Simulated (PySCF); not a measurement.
1,3-dibromopropa-1,2-diene (C₃H₂Br₂), SMILES BrC=C=CBr. Heavy atoms are numbered as in [Br:1][CH:2]=[C:3]=[CH:4][Br:5]. Hydrogens are named by the atom that carries them.

Geometry: B3LYP-D3(BJ)/def2-SVP.

These are PySCF with PBE/pcSseg-1 values and carry that method's errors.

GIAO shieldings, no solvent; atoms alike by connectivity are averaged. δ = σ(ref) − σ: ¹³C against TMS (σ = 182.0 ppm); ¹H against TMS (σ = 31.49 ppm), references at their B3LYP-D3(BJ)/def2-TZVP geometries, non-relativistic (without spin–orbit terms, shifts of atoms bonded to Cl or Br come out too high).

```csv
atoms,nucleus,count,δ (ppm)
C3,¹³C,1,218.1
C2 (CH),¹³C,2,109.4
H on C2,¹H,2,[?]
```

Q: What belongs in the gaps? (Estimate from the structure and the level; the computed values follow.)

A: 
- H on C2, δ (ppm): 6.95
